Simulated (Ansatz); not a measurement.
C2H2Cl3F3OTi (`FC(F)(F)C[O][Ti]([Cl])([Cl])[Cl]`), relaxed with RKS PBE0-D4/def2-TZVP in Ansatz 0.2.0 from a PBE-D4/def2-SVP geometry. The force threshold is 0.005 eV/Å; the program also tests the step.

Total charge 0; spin multiplicity 1.

Start:

```xyz
12

F    -1.734   -1.369    0.446
C    -0.778   -0.849    1.238
F    -1.177   -0.966    2.523
F     0.347   -1.577    1.072
C    -0.524    0.627    0.920
O    -0.074    0.790   -0.387
Ti    0.973    0.404   -1.745
Cl    3.027    0.455   -0.989
Cl    0.684    1.898   -3.323
Cl    0.501   -1.605   -2.469
H     0.229    1.009    1.644
H    -1.475    1.183    1.070
```

(1) By how much does the energy fall, and how many steps does the optimiser take? (An estimate is asked.)

(2) Which bonds change most? (An estimate is asked.)

(3) Give the relaxed structure. (Estimate.)

Results:

(1) The calculation gave: 0.05 eV, in 42 steps, 3 of them rejected.

(2) Ansatz gave: O6–Ti7 from 1.758 to 1.738 Å; C5–H11 from 1.112 to 1.094 Å; C2–F4 from 1.350 to 1.333 Å; C5–H12 from 1.111 to 1.094 Å.

(3) Ansatz gave: 
```xyz
12

F    -1.794   -1.214    0.320
C    -0.932   -0.829    1.259
F    -1.567   -0.829    2.435
F     0.044   -1.735    1.313
C    -0.389    0.562    0.985
O     0.276    0.596   -0.224
Ti    1.079    0.397   -1.752
Cl    3.203    0.813   -1.483
Cl    0.216    1.796   -3.185
Cl    0.802   -1.646   -2.442
H     0.292    0.828    1.799
H    -1.231    1.260    0.975
```
